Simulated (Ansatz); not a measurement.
`BCB(O)F` + `C[CH2][ZnH]` → `[BH2][Zn][CH2]C` + `CB(O)F`  (formal exchange of groups at a B–C bond)

Computed with Ansatz on PBE0-D4/def2-TZVP structures; ΔE is electronic, products minus reactants. CCSD(T)/CBS adds triple-zeta CCSD(T) − MP2 to the extrapolated MP2 energy (def2 sets, frozen cores). Functionals use def2-TZVPP. For Zn outer-core shells are correlated without core-valence functions, which leaves a few kJ/mol of doubt a bond. Scalar relativity is left out up to krypton. One conformer a species, not always the lowest.

```json
{"level": "B2PLYP", "ΔE (kJ/mol)": "33.9"}
{"level": "PBE", "ΔE (kJ/mol)": "34.8"}
```

(1) What does CCSD(T)/CBS give? (An estimate is asked.)

Largest T1 diagnostic among the species: 0.013.

Results:

(1) Computed: +32.2 kJ/mol. The listed levels differ from it by 1.7, 2.6 kJ/mol.

The D4 term adds +4.5 kJ/mol with B3LYP and +2.3 kJ/mol with PBE0; it sums over pairs of atoms, weighted by their polarisabilities, and B3LYP, whose exchange is more repulsive, gets the larger term.

B3LYP here is the variant with VWN-RPA as its local correlation; programs differ in this.
